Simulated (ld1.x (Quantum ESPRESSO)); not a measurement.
# Ranking TM potentials for S (Z = 16)

All share these settings but for the change named:

ld1.x (Quantum ESPRESSO) 7.5 input, shortened:

```
&input
   title='S', zed=16., rel=2, dft='PBE', iswitch=3,
   config='[Ne] 3s2 3p4 3d-2', rel_dist='average'
 /
 &inputp
   pseudotype=2, tm=.true., lloc=0,
   nlcc=.true., new_core_ps=.true., rcore=1.15
 /
3
3P  2  1   4.00   0.00  1.60  1.60  0.0
3D  3  2  -2.00   0.10  1.60  1.60  0.0
3S  1  0   2.00   0.00  1.45  1.45  0.0
 &test
   configts(1)='3s2 3p4'
 /
```

Open shells are filled in proportion to 2j + 1 (rel_dist='average').

Cutoff: the first of the cutoffs (Ry, on a coarse ladder) from which the occupation-weighted sum of valence levels, in a spherical-Bessel basis at the reference potential, stays within 10 and 1 mRy of its value at 400 Ry; the density cutoff is not measured.

The base gives 40 Ry.

Of 9 variants that were run, those that failed, showed a ghost or another fault, or gave nearly equal values are left out.

A variant can come out equal or close to the base.

Question: Rank these variants from softest to hardest (loose cutoff).
A. local potential all-electron potential smoothed inside 1.10 bohr (lloc = -2)
B. wave 3d channel at 0.1 Ry: rc 1.60 bohr becomes 3d channel at 0.33 Ry: rc 1.60 bohr
C. all radii but the core radius scaled by about 0.72 (s 1.04, p 1.16, d 1.16 bohr)
D. wave 3s (bound): rc 1.45 bohr becomes 3s (bound): rc 1.98 bohr
E. type ultrasoft; waves now 3s (bound): rcut 1.25, rcutus 1.45 bohr; 3s channel at 1 Ry: rcut 1.25, rcutus 1.45 bohr; 3p (bound): rcut 1.40, rcutus 1.60 bohr; 3p channel at 1.4 Ry: rcut 1.40, rcutus 1.60 bohr; 3d channel at 0.1 Ry: rcut 1.40, rcutus 1.60 bohr; 3d channel at 2 Ry: rcut 1.40, rcutus 1.60 bohr; local potential all-electron potential smoothed inside 1.40 bohr (lloc = -1); augmentation built from norm-conserving waves at rcut, not smoothed further

Answer: E (18 Ry), D (25 Ry), A (35 Ry), B (40 Ry), C (110 Ry).
